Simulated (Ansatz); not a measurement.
Consider the ligand exchange at the Si–N bond: `C[N]([SiH2]Cl)[GeH2][Cl]` + H–F → `F[SiH2]Cl` + `C[NH][GeH2][Cl]`.

Gas-phase electronic energies from Ansatz, PBE0-D4/def2-TZVP geometries. CCSD(T)/CBS adds triple-zeta CCSD(T) − MP2 to the extrapolated MP2 energy (def2 sets, frozen cores). This one scheme is used for every species. DFT in def2-TZVPP. For Ge outer-core shells are correlated without core-valence functions, which leaves a few kJ/mol of doubt a bond. Scalar relativity is left out up to krypton. One conformer a species, not always the lowest.

`C[N]([SiH2]Cl)[GeH2][Cl]`:

Cartesian coordinates in Å:
```
C 1.029 1.096 0.279
N -0.004 0.085 0.056
Si -0.843 -0.575 1.384
Cl 0.295 -1.924 2.462
Ge -0.186 -0.533 -1.654
Cl -0.965 1.085 -2.855
H 2.037 0.675 0.212
H 0.942 1.908 -0.448
H 0.918 1.538 1.273
H -1.191 0.496 2.345
H -2.019 -1.313 0.875
H 1.185 -0.861 -2.257
H -1.199 -1.678 -1.673
```

H–F:

Cartesian coordinates in Å:
```
F -0.383 -0.073 -0.243
H 0.383 0.073 0.243
```

`F[SiH2]Cl`:

```xyz
5

F     0.496    1.171   -0.959
Si    0.041    0.068    0.091
Cl   -0.814   -1.482   -0.914
H    -0.965    0.668    0.987
H     1.241   -0.425    0.794
```

`C[NH][GeH2][Cl]`:

```xyz
10

C    -0.313    0.668   -1.214
N     0.679    0.329   -0.209
Ge    0.284   -0.893    1.071
Cl   -1.388   -0.262    2.318
H    -1.138    1.285   -0.835
H     0.160    1.200   -2.044
H    -0.746   -0.248   -1.624
H     1.160    1.144    0.144
H    -0.186   -2.181    0.389
H     1.488   -1.043    2.004
```

```csv
species,PBE0-D4 energy (Eh)
`C[N]([SiH2]Cl)[GeH2][Cl]`,-3383.37876
H–F,-100.39410
`F[SiH2]Cl`,-850.54975
`C[NH][GeH2][Cl]`,-2633.24828
```

Task: Work out ΔE.

Result: ΔE = (-850.54975) + (-2633.24828) − (-3383.37876) − (-100.39410) = -0.02517 Eh = -0.68 eV. CCSD(T)/CBS gives -0.68 eV.

Largest T1 diagnostic among the species: 0.011.

In def2-TZVPP, CCSD(T) changes the Hartree–Fock value by +0.31 eV (the triples alone add +0.05 eV) and MP2 by +0.36 eV. The D4 term adds +0.19 eV with B3LYP and +0.11 eV with PBE0; it sums over pairs of atoms, weighted by their polarisabilities, and B3LYP, whose exchange is more repulsive, gets the larger term.

B3LYP here is the variant with VWN-RPA as its local correlation; programs differ in this.
